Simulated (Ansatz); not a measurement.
Compare A (`C=CN([SiH3])C=O`) with its isomer B (`C/C=C1\N[SiH2]O1`).

Gas-phase electronic energies from Ansatz, PBE0-D4/def2-TZVP geometries. CBS: MP2 limit from def2 TZ/QZ plus the TZ coupled-cluster correction, frozen cores. Functionals use def2-TZVPP. B3LYP here is the variant with VWN-RPA as its local correlation; programs differ in this. One conformer a species, not always the lowest.

Problem. Which is lower in electronic energy at CCSD(T)/CBS, and by how much? (Best estimate.)

Solution. The calculation gave: B, by 55.7 kJ/mol.

Problem. Give E(B) − E(A) in kJ/mol with B3LYP-D4, HF/def2-TZVPP, PBE0-D4, CCSD(T)/def2-TZVPP, MP2/def2-TZVPP, B2PLYP, PBE-D4. (Best estimate.)

Solution. Ansatz gave: B3LYP-D4 -37.3, HF/def2-TZVPP -45.9, PBE0-D4 -58.3, CCSD(T)/def2-TZVPP -49.2, MP2/def2-TZVPP -58.8, B2PLYP -45.2, PBE-D4 -42.5. None reverses the order clearly.

Largest T1 diagnostic: 0.015.

In def2-TZVPP, CCSD(T) changes the Hartree–Fock value by −3.3 kJ/mol (the triples alone add +4.9 kJ/mol) and MP2 by −12.9 kJ/mol. From PBE to PBE0 (25 % exact exchange), in def2-TZVPP and without D4, E(B) − E(A) moves by −15.5 kJ/mol.
